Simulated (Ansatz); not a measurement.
GeH8O2Si2 (`[SiH3][O][GeH2][O][SiH3]`), relaxed with RKS PBE0-D4/def2-TZVP in the Gaussian-basis code of Ansatz from a GFN2-xTB geometry. The force threshold is 0.005 eV/Å; the program also tests the step.

Charge 0, multiplicity 1.

Start:

```xyz
13

Si   -0.271    0.043    2.138
O     0.353   -1.072    1.129
Ge    0.756   -1.503   -0.488
O     0.306   -0.221   -1.544
Si   -0.378    1.247   -1.719
H     0.548    1.257    2.089
H    -0.184   -0.641    3.426
H    -1.651    0.341    1.749
H    -0.069   -2.703   -0.851
H     2.249   -1.637   -0.562
H     0.312    2.218   -0.865
H    -1.796    1.166   -1.359
H    -0.173    1.505   -3.142
```

Question: By how much does the energy fall, and how many steps does the optimiser take? (An estimate is asked.)

Answer: Ansatz gave: 22.02 kJ/mol, in 72 steps, 5 of them rejected.

Question: Which bonds change most? (Best estimate.)

Answer: Computed: Ge3–O4 from 1.720 to 1.764 Å; O2–Ge3 from 1.721 to 1.764 Å; Ge3–H10 from 1.501 to 1.531 Å; Ge3–H9 from 1.501 to 1.531 Å.

Question: Give the relaxed structure. (Estimate.)

Answer: The calculation gave: 
```xyz
13

Si    0.060    0.029    2.337
O    -0.166   -1.022    1.100
Ge    0.659   -1.334   -0.428
O     0.597    0.146   -1.386
Si   -0.609    1.082   -1.981
H     1.513    0.262    2.568
H    -0.545   -0.557    3.558
H    -0.588    1.334    2.042
H    -0.138   -2.441   -1.123
H     2.143   -1.614   -0.174
H    -1.085    2.044   -0.952
H    -1.760    0.241   -2.413
H    -0.080    1.831   -3.148
```
